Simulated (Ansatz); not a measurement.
System: sum formula HSiO2F2 (charge 0, doublet). It need not be the lowest isomer of its formula. 
Coordinates optimised at B3LYP-D3(BJ)/def2-TZVP (Ansatz, a quantum-chemistry and plane-wave program):
```xyz
6

Si    -0.0267     0.0035    -0.0059
F     -0.2302    -0.3157     1.5281
F     -0.5844    -1.2313    -0.8066
O     -0.8077     1.4146    -0.3558
O      1.5150     0.2083    -0.4426
H      2.0472     0.8911    -0.0245
```
Charge 0, spin multiplicity 2.

Basis-set convergence of Hartree-Fock and MP2 correlation energies (hartree) with Ansatz. Valence correlation only, unless marked. UHF or UKS for open shells. No spin-orbit coupling. Non-relativistic.

```tsv
basis	functions	E(HF)	E(corr, MP2)
cc-pV(D+d)Z	84	-638.31086	-0.78457
cc-pV(T+d)Z	173	-638.47753	-1.03281
cc-pV(Q+d)Z	314	-638.51437	-1.12597
cc-pV(5+d)Z	519	-638.52281	-1.16555
```

Extrapolating the two largest sets (X = 4 and 5) as X^-3: E(corr) = (125·(-1.16555) - 64·(-1.12597))/61 = -1.2071 Eh, an estimate of the basis-set limit. The largest set recovers 96.6 % of it, the smallest 65.0 %.
